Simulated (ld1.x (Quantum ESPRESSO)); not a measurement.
# Varying the TM potential for Br

Base potential:

```json
{
 "Element": "bromine (Br)",
 "Generator": "ld1.x (Quantum ESPRESSO) 7.5",
 "Type": "norm-conserving Troullier–Martins (Kleinman–Bylander form)",
 "Functional": "revPBE",
 "Relativity": "scalar-relativistic",
 "Frozen core": "[Ar]",
 "Valence charge": "17",
 "Reference configuration": "3d10 4s1.75 4p5.25",
 "Partial waves": "4s (bound): rc 1.20 bohr; 4p (bound): rc 1.20 bohr; 3d (bound): rc 0.65 bohr",
 "Local potential": "all-electron potential smoothed inside 1.05 bohr (lloc = -1)",
 "Core correction": "a·sin(br)/r model core inside 0.50 bohr"
}
```

Cutoffs, loose and tight: the cutoffs (Ry, on a coarse ladder) from which the occupation-weighted sum of valence levels, in a spherical-Bessel basis at the reference potential, stays within 10 and 1 mRy of its value at 400 Ry. They do not see the model core or the augmentation charge, which bear on the density cutoff. Test errors are all-electron minus pseudo excitation energies from the reference, over the configurations 3d10 4s2 4p5; 3d10 4s2 4p4; 3d10 4s2 4p3; 3d10 4s1 4p6; 3d10 4s1 4p5; 3d9 4s2 4p5; 3d9 4s2 4p6. A dash means not determined; rows that change the core or the reference have their own tests. The largest error is taken over the tests solved by every variant that gives reliable tests at all: 3d10 4s1 4p5; 3d10 4s1 4p6; 3d10 4s2 4p3; 3d10 4s2 4p4.

A true bound ghost makes a file unfit for plane-wave use even where its test errors are small: the radial tests pick states by their node count and pass the ghost by. Where a test does run into it, the solver fails or the error is huge.

Cutoffs are not given where the Bessel-basis levels miss the radial ones by over 6 mRy, ghosts where they miss by over 20 mRy; a channel whose overlap is not positive is not tested.

```csv
change,outcome,bound ghosts,largest test error (meV)
base,generated,s,+21
local potential all-electron potential smoothed inside 0.76 bohr (lloc = -1),generated,"s, p",-97
local potential all-electron potential smoothed inside 0.98 bohr (lloc = -1),generated,s,+26
local potential all-electron potential smoothed inside 1.10 bohr (lloc = -1),generated,s,+18
local potential all-electron potential smoothed inside 1.38 bohr (lloc = -1),generated,none,+19
```

(1) What comes out with this change to the base: local potential all-electron potential smoothed inside 1.18 bohr (lloc = -1)?

(2) What comes out with this change to the base: local potential all-electron potential smoothed inside 0.64 bohr (lloc = -1)?

(3) What comes out with this change to the base: local potential all-electron potential smoothed inside 0.50 bohr (lloc = -1)?

## Answers

(1) outcome: generated; bound ghosts: s; largest test error (meV): -7.4.

(2) outcome: generated; bound ghosts: s, p; largest test error (meV): -5.5.

(3) outcome: generated; bound ghosts: s, p; largest test error (meV): +9.1.

Reading the sweep of the rcloc (base included, trends over the rows without a ghost): Bound ghosts are found at 0.5, 0.64, 0.76, 0.98, 1.05, 1.1, 1.18 bohr.
